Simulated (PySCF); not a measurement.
These compounds are isomers of formula C6H4FN3.

A. SMILES Fc1cccc2cnnn12
B. `Fc1cccc2nn[nH]c12`
C. `InChI=1S/C6H4FN3/c7-4-1-2-5-6(3-4)9-10-8-5/h1-3H,(H,8,9,10)`
D. `Fc1nnn2ccccc12`
E. SMILES Fc1ccc2cnnn2c1

Spectrum 1. 1H NMR (400 MHz, computed): δ 8.95 (m, 1H), 8.26 (m, 1H), 8.00 (m, 1H), 7.37 (m, 1H). 13C{1H} NMR (computed): δ 164.0 (C), 139.0 (C), 129.9 (CH), 124.1 (CH), 121.6 (CH), 117.3 (CH).

Spectrum 2. 1H NMR (400 MHz, computed): δ 11.84 (br s, 1H), 8.38 (m, 1H), 7.98 (m, 1H), 7.65 (m, 1H). 13C{1H} NMR (computed): δ 171.2 (C), 148.8 (C), 145.5 (C), 126.8 (CH), 123.4 (CH), 109.3 (CH).

Spectrum 3. 1H NMR (400 MHz, computed): δ 8.81 (d, 1H), 8.01 (m, 1H), 7.41 (m, 1H), 7.18 (m, 1H). 13C{1H} NMR (computed): δ 162.6 (C), 129.7 (CH), 127.9 (CH), 125.8 (C), 123.6 (CH), 120.5 (CH).

Spectrum 4. 1H NMR (400 MHz, computed): δ 11.40 (br s, 1H), 8.35 (d, 1H), 7.71 (m, 1H), 7.57 (m, 1H). 13C{1H} NMR (computed): δ 156.6 (C), 153.2 (C), 129.0 (CH), 128.9 (C), 122.1 (CH), 117.7 (CH).

Spectrum 5. 1H NMR (400 MHz, computed): δ 8.31 (m, 1H), 7.84 (d, 1H), 7.45 (m, 1H), 6.84 (m, 1H). 13C{1H} NMR (computed): δ 159.0 (C), 144.6 (C), 130.6 (CH), 129.4 (CH), 119.0 (CH), 101.0 (CH).

PySCF 2.14.0 with density-fitted response routines calculation with structure optimised with GFN2-xTB and shieldings: GIAO PBE0/pcSseg-1; one averaged value for each set of equivalent atoms, no solvent model, non-relativistic, one computed conformer.

References, each an isolated molecule treated in the same way: 1H (31.72 ppm), 13C (186.93 ppm) vs TMS. Splittings of carbon signals by F and P are missing where no couplings were computed. Where no couplings were computed, multiplicities follow the n + 1 count of equivalent neighbours, and m marks all less simple cases (inequivalent or close neighbours, rings, F or P nearby). Shifts are as computed. Against solution values, carbons near 30 ppm lie about +3 ppm off and those near 130 ppm about +5 ppm. Of 1211 compounds with measured shifts, 218 miss one by over three times the rms of a fit or turn the order of signals round; such compounds aren't used in these exercises. OH and NH positions are gas-phase values without hydrogen bonding to other molecules.

Task: Which spectrum belongs to which compound?

Result: 1–E, 2–C, 3–D, 4–B, 5–A.

- Spectrum 1 (E): 6 13C signals; δC 164.0 is an aromatic carbon bearing fluorine; δH 8.95 is the hydrogen on an aromatic CH next to a ring nitrogen.
- Spectrum 2 (C): 6 13C signals; δC 171.2 is an aromatic carbon bearing fluorine; δC 126.8 is an aromatic CH.
- Spectrum 3 (D): 6 13C signals; δC 162.6 is an aromatic carbon bearing fluorine; δC 127.9 is an aromatic CH.
- Spectrum 4 (B): 6 13C signals; δC 156.6 is an aromatic carbon bearing fluorine; δC 129.0 is an aromatic CH.
- Spectrum 5 (A): 6 13C signals; δC 159.0 is an aromatic carbon bearing fluorine; δC 130.6 is an aromatic CH.
